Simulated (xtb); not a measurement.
xtb input (GFN1-xTB):

```bash
xtb mol.xyz --gfn 1 --opt tight --chrg 0 --uhf 0
```
mol.xyz:
```
12

C     -1.95105108     0.13248936    -0.04399183
C     -0.50694792     0.29325068     0.31313964
C      0.50694792    -0.29325068    -0.31313964
C      1.95105108    -0.13248936     0.04399183
H     -2.07809854    -0.53645292    -0.89653654
H     -2.40593983     1.09501804    -0.29633442
H     -2.52350439    -0.27380771     0.79522323
H     -0.28987359     0.94664166     1.15587905
H      0.28987359    -0.94664166    -1.15587905
H      2.07809854     0.53645292     0.89653654
H      2.52350439     0.27380771    -0.79522323
H      2.40593983    -1.09501804     0.29633442
```

End of the output:

```
     2   6 C        3   6 C                                       1.3256326 (max)
     1   6 C        5   1 H                                       1.0907878
     1   6 C        6   1 H                                       1.0922226
     1   6 C        7   1 H                                       1.0922226
     2   6 C        8   1 H                                       1.0873266 (min)
     3   6 C        9   1 H                                       1.0873266
     4   6 C       10   1 H                                       1.0907878
     4   6 C       11   1 H                                       1.0922226
     4   6 C       12   1 H                                       1.0922226

 * 2 distinct bonds (by element types)

   Z      Z             #   av. dist./Å        max./Å        min./Å
Note: The following floating-point exceptions are signalling: IEEE_UNDERFLOW_FLAG IEEE_DENORMAL
normal termination of xtb
   1 H    6 C           8     1.0906399     1.0922226     1.0873266
   6 C    6 C           1     1.3256326     1.3256326     1.3256326

optimized geometry written to: xtbopt.xyz

           -------------------------------------------------
          | TOTAL ENERGY              -12.749526929772 Eh   |
          | GRADIENT NORM               0.000255485901 Eh/α |
          | HOMO-LUMO GAP               5.227244442532 eV   |
           -------------------------------------------------

------------------------------------------------------------------------
------------------------------------------------------------------------
 total:
 SCF:
 ANC optimizer:
```
